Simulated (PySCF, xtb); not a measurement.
VOCl2, SMILES [O]=[V]([Cl])[Cl] (connectivity only; charge and spin as stated), neutral, multiplicity 2.

Harmonic wavenumbers (cm⁻¹) from GFN2-xTB (xtb) at its own minimum, in rising order: 60, 132, 178, 402, 513, 1031.

Task: What does ωB97X-D3(BJ)/def2-SVP run with PySCF 2.14.0 give at its own minimum? (Estimate from the structure and the level; the computed values follow.)

Result: 50, 117, 233, 400, 532, 1208. Paired by order, the mean absolute difference is 46 cm⁻¹ and the zero-point energies are 3.3 and 3.6 kcal/mol.
